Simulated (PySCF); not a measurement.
YF3, SMILES [F][Y]([F])[F].

The structure is a stationary point at B3LYP-D3(BJ)/def2-TZVP. The isomer is the one that the SMILES or the coordinates give; other isomers of the formula were not compared. The def2 effective core potentials stand for the cores of Y; spin–orbit coupling is left out.

All values below come from PBE/def2-TZVPD (PySCF).

The molecule is in vacuum.

Computed frontier levels, gap, dipole moment and polarisability:
- highest occupied level = -8.63 eV
- lowest empty level = -3.19 eV
- orbital gap = 5.43 eV
- dipole moment = 0.00 D
- quadrupole, principal values (traceless, Buckingham form, about the centre of nuclear charge) = -8.74, -8.74, 17.48 D·Å
- mean static polarisability = 34.4 bohr³ (5.10 Å³)
- polarisability, principal values = 25.6, 38.8, 38.8 bohr³
